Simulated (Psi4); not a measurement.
BCl$_{2}$, doublet, geometry from GFN2-xTB.

Here is a job for Psi4.
```
memory 2 GB

molecule {
0 2
  B    -0.01065557    0.71135712   -0.06266828
  Cl    1.48570467   -0.08446017   -0.01439496
  Cl   -1.48257068   -0.12476251    0.03282680
}

set basis aug-cc-pvdz
set reference uhf
set freeze_core true

energy('mp2')
print_variables()
```

Q: Predict the MP2 correlation energy from MP2/aug-cc-pVDZ (Psi4).

A: -0.3506 Eh

Q: Predict the total energy from MP2/aug-cc-pVDZ.

A: -944.0659 Eh

Q: Estimate the SCF-reference <S^2> that MP2/aug-cc-pVDZ returns for this input.

A: 0.755

These values belong to the state on which the SCF converged, which isn't shown to be the lowest.
